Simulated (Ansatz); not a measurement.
C₆H₁₉GeN₃⁻, that is GeH(NMe2)3 with one electron more. The state is a doublet with charge -1. Geometry PBE-D4/def2-SVP, that of the neutral singlet; atoms count from 1.

```
atom   x (Å)   y (Å)   z (Å)
 Ge1  -0.026  -0.763   0.021
  H2  -0.268  -2.290   0.217
  N3   0.450  -0.111   1.692
  C4   0.653   1.312   1.868
  C5   0.040  -0.809   2.890
  H6  -0.267   1.852   2.212
  H7   0.981   1.774   0.915
  H8   1.447   1.512   2.627
  H9  -0.109  -1.889   2.683
 H10   0.820  -0.730   3.685
 H11  -0.911  -0.418   3.334
 N12  -1.559  -0.113  -0.798
 C13  -1.676   1.305  -1.071
 C14  -2.823  -0.791  -0.612
 H15  -2.259   1.485  -2.006
 H16  -0.672   1.752  -1.213
 H17  -2.192   1.873  -0.254
 H18  -2.662  -1.868  -0.400
 H19  -3.439  -0.372   0.225
 H20  -3.451  -0.727  -1.534
 N21   1.334  -0.176  -1.081
 C22   1.182  -0.238  -2.520
 C23   2.708  -0.204  -0.624
 H24   1.632   0.659  -3.011
 H25   0.108  -0.271  -2.789
 H26   1.679  -1.135  -2.972
 H27   2.740  -0.217   0.484
 H28   3.272  -1.098  -0.995
 H29   3.267   0.697  -0.974
```

Single mean-field runs in def2-TZVP are fitted with def2-universal-jkfit. The highest occupied level of the charge -1 doublet lies above zero (up to 3.06 eV). By energy differences it is unbound by 1.90 eV (vertical, against the charge 0 singlet, at PBE0-D4/def2-TZVP) and held by the finite basis.

Q: Estimate the Mulliken populations from the PBE0/def2-TZVP orbitals of Ansatz.

A: 
| atom | charge (e) | spin (α − β) |
| --- | --- | --- |
| Ge1 | 0.28 | 0.07 |
| H2 | -0.08 | 0.05 |
| N3 | -0.24 | 0.03 |
| C4 | 0.13 | -0.41 |
| C5 | 0.03 | -0.31 |
| H6 | -0.13 | 0.25 |
| H7 | 0.01 | 0.13 |
| H8 | -0.08 | 0.17 |
| H9 | -0.01 | 0.12 |
| H10 | -0.07 | 0.17 |
| H11 | -0.10 | 0.21 |
| N12 | -0.24 | 0.03 |
| C13 | 0.12 | -0.41 |
| C14 | 0.03 | -0.32 |
| H15 | -0.07 | 0.17 |
| H16 | 0.01 | 0.13 |
| H17 | -0.13 | 0.25 |
| H18 | -0.01 | 0.12 |
| H19 | -0.11 | 0.22 |
| H20 | -0.07 | 0.17 |
| N21 | -0.22 | 0.02 |
| C22 | -0.12 | -0.17 |
| C23 | -0.12 | -0.17 |
| H24 | -0.02 | 0.12 |
| H25 | 0.07 | 0.08 |
| H26 | 0.03 | 0.04 |
| H27 | 0.07 | 0.08 |
| H28 | 0.03 | 0.05 |
| H29 | -0.02 | 0.12 |
Mulliken values depend strongly on the basis.

Q: Where does the spin sit?

A: Summed by element: Ge 0.07, H 2.64, N 0.09, C -1.79, of 1 unpaired in all. Largest on single atoms: C4 -0.41, C13 -0.41, C14 -0.32.

Q: And the Mayer bond orders between heavy atoms (over 0.3)?

A: Ge1–N3 1.05 (1.86 Å); Ge1–N12 1.06 (1.86 Å); Ge1–N21 1.06 (1.85 Å); N3–C4 0.94 (1.45 Å); N3–C5 0.99 (1.45 Å); N12–C13 0.95 (1.45 Å); N12–C14 0.99 (1.45 Å); N21–C22 0.97 (1.45 Å); N21–C23 0.97 (1.45 Å).
